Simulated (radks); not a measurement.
The potassium anion K-, [Ar] 4s2, held by a Watson sphere: a shell of charge +1 at radius R that stands for the Madelung well of a crystal (potential energy -1/R inside, -1/r outside, in hartree with lengths in bohr). Calculated with a radial shooting solver on a logarithmic mesh with Libxc functionals: non-relativistic Kohn-Sham, LDA (Slater exchange, VWN5 correlation), spin-unpolarised, spherical densities, point nucleus. Response by self-consistent Sternheimer equations with the Hartree and adiabatic LDA kernel. The sphere does not respond.

R (bohr),e(3s) (eV),e(3p) (eV),e(4s) (eV),<r> 4s (bohr),sum of <r^2> (bohr^2),X-ray form factor at sin(theta)/lambda = 0.1 1/angstrom,alpha (bohr^3)
2.15,-38.618,-22.616,-3.703,4.161,59.42,17.081,168.5
3.25,-35.797,-19.854,-3.542,4.377,63.88,16.973,197.3
3.36,-35.632,-19.687,-3.514,4.410,64.51,16.962,202.4
3.45,-35.507,-19.560,-3.491,4.437,65.04,16.952,206.7
3.56,-35.367,-19.418,-3.461,4.471,65.71,16.941,212.4
3.82,-35.082,-19.128,-3.386,4.555,67.38,16.915,227.0
4.81,-34.399,-18.428,-3.076,4.885,74.40,16.829,295.9
5.16,-34.249,-18.275,-2.966,4.998,76.99,16.805,324.5
